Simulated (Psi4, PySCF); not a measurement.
Here is a job for PySCF.
```python
from pyscf import gto, scf, mp

mol = gto.Mole()
mol.atom = '''
    S    -0.000000   -0.000000   -0.585537
    F     0.000000    0.000000    1.040954
'''
mol.basis = '6-311g**'
mol.charge = 0
mol.spin = 1
mol.verbose = 4
mol.build()

mf = scf.UHF(mol)
mf.kernel()

pt = mp.MP2(mf, frozen=6)
pt.kernel()
print('E(MP2) = %.10f' % pt.e_tot)
```

Convert this to an input for Psi4.

Several could match; the one computed here: 
```
memory 2 GB

molecule mol {
0 2
  S    -0.000000   -0.000000   -0.585537
  F     0.000000    0.000000    1.040954
}

set basis 6-311g**
set reference uhf
set freeze_core true
set mp2_type conv
set scf_type pk
set puream true
set d_convergence 1e-8

energy('mp2')
print_variables()
```

Both were run: PySCF gave -497.241544 Eh and Psi4 -497.241544 Eh, 0.000 mEh apart.
